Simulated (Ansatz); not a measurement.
This geometry of CH8ClNSi2 (13 atoms, charge 0, multiplicity 1) is a first-order saddle point.

All numbers below come from Ansatz 0.2.0, RKS B3LYP/def2-SVP.

```xyz
13
Properties=species:S:1:pos:R:3
N -0.979 0.774 -1.101
C -0.507 0.014 0.081
Si 0.409 -1.592 -0.386
Si 0.475 1.205 1.178
Cl 2.332 1.617 0.312
H -0.769 0.316 -1.986
H -1.984 0.931 -1.072
H -1.354 -0.340 0.706
H 1.059 -2.193 0.815
H 1.434 -1.304 -1.428
H -0.574 -2.564 -0.954
H 0.738 0.613 2.523
H -0.260 2.488 1.327
```

(1) Which two structures does it join? (They come from a converged band through this point; their orientation in space is the band's.)

(2) How far does it lie above each of them?

## Answers

(1) No bond is made or broken. The dihedral H7–N1–C2–Si3 goes from 55 to 178°.

First end point:

```xyz
13
Properties=species:S:1:pos:R:3
N -1.040 0.787 -1.045
C -0.537 0.069 0.143
Si 0.155 -1.670 -0.251
Si 0.604 1.235 1.096
Cl 2.185 1.779 -0.162
H -0.278 0.976 -1.699
H -1.735 0.237 -1.551
H -1.381 -0.073 0.849
H 0.571 -2.416 0.976
H 1.319 -1.549 -1.176
H -0.917 -2.445 -0.948
H 1.181 0.559 2.290
H -0.106 2.478 1.492
```

Last end point:

```xyz
13
Properties=species:S:1:pos:R:3
N -1.054 0.627 -1.102
C -0.493 -0.028 0.085
Si 0.469 -1.584 -0.458
Si 0.548 1.189 1.090
Cl 2.369 1.650 0.187
H -1.676 0.003 -1.617
H -1.602 1.452 -0.859
H -1.250 -0.388 0.826
H 0.943 -2.327 0.748
H 1.623 -1.249 -1.335
H -0.479 -2.456 -1.219
H 0.831 0.610 2.432
H -0.210 2.465 1.236
```

(2) 0.128 eV above the first and 0.087 eV above the second. This is the barrier of this one path; another mechanism may lie lower.

The run took 6.6 min on 2 threads of Arm Neoverse V1 (shared host), peak memory 0.3 GiB.
